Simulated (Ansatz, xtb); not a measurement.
**Two structures of GeH6NSi+**

Structure X is `[NH2+]1[SiH2][GeH2]1`, a singlet and structure Y is a singlet given by its coordinates. Both are isolated ions in the gas phase, relaxed with PBE0-D3(BJ)/def2-SVP.

X (Å):

```yaml
atoms:
  - { symbol: Ge, position_ang: [0.3802, 0.7625, 0.1144] }
  - { symbol: N, position_ang: [0.3791, 0.0343, 2.0481] }
  - { symbol: Si, position_ang: [-1.0192, -0.7708, 1.1092] }
  - { symbol: H, position_ang: [1.1759, -0.5386, 2.3406] }
  - { symbol: H, position_ang: [0.1578, 0.6905, 2.8025] }
  - { symbol: H, position_ang: [-0.7549, -2.2165, 0.9468] }
  - { symbol: H, position_ang: [-2.3194, -0.3287, 1.6572] }
  - { symbol: H, position_ang: [1.7084, 0.3189, -0.4868] }
  - { symbol: H, position_ang: [0.1047, 2.2558, 0.2416] }
```

Y (Å):

```csv
atom,x (Å),y (Å),z (Å)
Ge,1.5580,0.2520,-1.4128
N,-0.0320,-0.7936,-0.4378
Si,0.5111,-0.0355,1.1124
H,0.6199,1.5314,-1.2798
H,1.8280,0.5509,0.5090
H,0.9315,-1.0654,2.0841
H,0.0566,-1.8117,-0.4987
H,-0.4130,1.0384,1.5226
H,-0.9664,-0.5320,-0.7641
```

Close contacts (Å): Ge1–N2 2.14, Ge1–Si3 2.75, N2–Si3 1.81, Ge1–H4 1.59, Ge1–H5 1.96, N2–H7 1.02, N2–H9 1.02, Si3–H5 1.56, Si3–H6 1.48, Si3–H8 1.47.

Problem. Estimate which is lower in electronic energy at CCSD(T)/def2-TZVP, and by roughly how much.

Solution. Too close to call at this level: CCSD(T)/def2-TZVP gives E(Y) − E(X) = −0.40 kcal/mol.

The same difference at several levels:

| level | geometry | E(Y) − E(X) (kcal/mol) | departure from the last row (kcal/mol) | job, with rough time for the two |
| --- | --- | --- | --- | --- |
| PBE0-D3(BJ)/def2-SVP | PBE0-D3(BJ)/def2-SVP | −0.35 | +0.05 | optimisation, 25 s |
| HF/def2-TZVP | PBE0-D3(BJ)/def2-SVP | −2.01 | −1.61 | part of the CCSD(T) run |
| MP2/def2-TZVP | PBE0-D3(BJ)/def2-SVP | +0.81 | +1.21 | part of the CCSD(T) run |
| CCSD(T)/def2-TZVP | PBE0-D3(BJ)/def2-SVP | −0.40 |  | single point, 20 s |

The largest departure from CCSD(T)/def2-TZVP is that of HF/def2-TZVP, 1.61 kcal/mol. Levels run at GFN2-xTB geometries aren't shown.

With harmonic frequencies from PBE0-D3(BJ)/def2-SVP (ideal gas, rigid rotor, one conformer each, 298.15 K, 1 atm): the zero-point term adds +0.36 kcal/mol; ΔH is −0.10 and ΔG −0.26 kcal/mol.

The correlated steps freeze 15 core orbitals; the filled d shell of Ge is correlated, in a basis made for valence electrons. Mirror images aren't counted in ΔG. Codes used: Ansatz 0.2.0; the last row on 2 threads of Intel(R) Xeon(R) 6975P-C (Granite Rapids) on a shared host.
